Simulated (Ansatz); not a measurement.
A nudged elastic band was laid between two geometries of C₂H₈BFSi (13 atoms, charge 0, multiplicity 1).

Level of theory: RKS PBE0-D4/def2-SVP (Ansatz 0.2.0).

| Item | Value |
| --- | --- |
| movable images | 5 |
| climbing image | yes |
| spring | 5.0 eV/Å² |
| optimiser | quadratic models (default) |
| start path | through a guess of the saddle point |
| force threshold | 0.03 eV/Å |
| iteration limit | 60 |
| end points | relaxed |

Initial state:

```xyz
13
Properties=species:S:1:pos:R:3
B -0.490 1.954 1.073
C -0.608 0.616 0.290
C 0.610 -0.310 0.214
Si 0.419 -1.713 -1.004
F 0.084 -1.067 -2.466
H 0.590 2.427 1.354
H -1.488 2.582 1.349
H -1.529 0.069 0.562
H -0.849 1.008 -0.728
H 1.515 0.262 -0.056
H 0.827 -0.749 1.205
H -0.728 -2.597 -0.642
H 1.668 -2.517 -1.136
```

Final state:

```xyz
13
Properties=species:S:1:pos:R:3
B -0.487 1.959 1.063
C -0.609 0.611 0.300
C 0.607 -0.318 0.224
Si 0.420 -1.710 -1.007
F 0.082 -1.051 -2.462
H 0.595 2.442 1.321
H -1.484 2.587 1.342
H -0.853 0.998 -0.719
H -1.530 0.066 0.576
H 1.515 0.255 -0.036
H 0.817 -0.764 1.213
H -0.724 -2.602 -0.654
H 1.672 -2.508 -1.147
```

Question: Which bonds break or form, and what moves?

Answer: No bond is made or broken.  The two ends are copies of one structure, up to a mirror image or an exchange of like atoms.

Question: Give the energies along the band, and the barrier.

Answer: The run converged. The highest image is number 3 of 0 to 6, 2.92 eV above the ends, which have the same energy within 2 meV. The profile has 2 maxima (images 1, 3) with wells between them (image 2): this band takes more than one step, which may be the mechanism or a detour left from its start path. Neighbouring images differ by up to 2.9 eV, so the band resolves the path poorly. A vibrational analysis at the climbing image gives one clearly imaginary mode, 1566i cm⁻¹: a first-order saddle point.

```
image  path coordinate (Å)  energy (eV)
    0                 0.00         0.00
    1                 2.73         0.09
    2                 5.47         0.05
    3                 8.19         2.92
    4                 9.66         0.10
    5                11.14         0.01
    6                12.61         0.00
```

Question: What is the geometry of the highest image?

Answer: 
```xyz
13
Properties=species:S:1:pos:R:3:forces:R:3
B -0.675 1.435 1.226 0.00 0.00 0.00
C -0.305 0.896 -0.143 0.00 0.00 0.00
C 0.885 -0.043 -0.199 0.00 0.00 0.00
Si 0.323 -1.775 -0.650 0.00 0.00 0.00
F -0.553 -1.656 -2.022 0.00 0.00 0.00
H 0.024 1.118 2.143 0.00 0.00 0.00
H -1.640 2.170 1.400 0.00 0.00 0.00
H -0.754 0.998 -1.149 0.00 0.00 0.00
H -1.226 1.620 0.111 0.00 0.00 0.00
H 1.620 0.306 -0.946 0.00 0.00 0.00
H 1.405 -0.076 0.770 0.00 0.00 0.00
H -0.558 -2.346 0.406 0.00 0.00 0.00
H 1.476 -2.682 -0.933 0.00 0.00 0.00
```

Time of the run: 12 min on 2 threads of Intel(R) Xeon(R) Platinum 8488C (Sapphire Rapids), on a shared host, peak memory 0.28 GiB.
